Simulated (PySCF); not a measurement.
CuCl, SMILES [Cu][Cl], multiplicity 1. Geometry: PBE0-D3(BJ)/def2-TZVPD. The multiplicity is an assumed one; other spin states were not compared.

Computed equilibrium geometry at PBE0-D3(BJ)/def2-TZVPD (PySCF confirms it by a frequency run) as a Z-matrix, and its point group:
point group C∞v.
```
Cu
Cl 1 2.0767
```
Charge 0, spin multiplicity 1.
